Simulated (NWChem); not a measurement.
System: WS2ClF; SMILES [W](=[S])([Cl])(=[S])[F]

Computed with NWChem. Coordinates come from a PBE0/def2-SVP optimisation. def2 effective core potentials on W; no spin-orbit coupling.

Question: What does the run give for PBE/def2-SVP? Quantities: highest occupied level (eV); orbital gap (eV); dipole (D).

Answer: 
```yaml
highest occupied level (eV): -6.64
orbital gap (eV): 2.60
dipole (D): 0.86
```
